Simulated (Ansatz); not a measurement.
C$_{2}$H$_{8}$AlB, SMILES `[BH2][Al]([CH3])[CH3]`, relaxed with RKS PBE0-D4/def2-TZVP in Ansatz from a PBE-D4/def2-SVP geometry. The force threshold is 0.005 eV/Å; the program also tests the step.

Charge 0, multiplicity 1.

Start:

```xyz
12

B     0.256    1.509   -1.667
Al    0.021    0.060   -0.133
C    -1.763   -0.695    0.286
C     1.567   -0.500    0.972
H     0.519    1.227   -2.829
H     0.138    2.713   -1.481
H    -1.694   -1.754    0.616
H    -2.206   -0.128    1.135
H    -2.489   -0.638   -0.550
H     1.399   -1.479    1.469
H     1.737    0.247    1.780
H     2.516   -0.561    0.400
```

```
         step  energy (eV)  largest force (eV/Å)  largest move (Å)
            1   -9471.0581                 0.522             0.000
            2   -9471.0958                 0.154             0.022
            3   -9471.0993                 0.011             0.012
 4 (rejected)   -9471.0993                 0.017             0.006
            5   -9471.0994                 0.004             0.003
            6   -9471.0994                 0.006             0.009
            7   -9471.0995                 0.010             0.021
            8   -9471.0995                 0.031             0.031
            9   -9471.0996                 0.028             0.008
           10   -9471.0997                 0.037             0.036
11 (rejected)   -9471.0997                 0.042             0.025
           14   -9471.1001                 0.021             0.036
           17   -9471.1004                 0.025             0.012
20 (rejected)   -9471.0999                 0.142             0.099
           23   -9471.1006                 0.023             0.039
           26   -9471.1008                 0.010             0.025
           29   -9471.1009                 0.025             0.027
           32   -9471.1010                 0.006             0.018
           35   -9471.1011                 0.008             0.020
38 (rejected)   -9471.1010                 0.060             0.060
41 (rejected)   -9471.1011                 0.033             0.024
           44   -9471.1012                 0.001             0.012
           45   -9471.1012                 0.004             0.012
```

End:

```xyz
12

B     0.279    1.411   -1.749
Al    0.015    0.083   -0.112
C    -1.752   -0.661    0.312
C     1.535   -0.424    1.023
H     0.525    1.042   -2.866
H     0.195    2.606   -1.649
H    -1.790   -1.714    0.007
H    -1.939   -0.647    1.391
H    -2.581   -0.151   -0.183
H     1.423   -1.435    1.426
H     1.589    0.253    1.885
H     2.500   -0.363    0.515
```

It took 2.5 min on 2 threads of an Arm Neoverse V2 on a shared host, with 0.4 GiB of host memory at the peak.
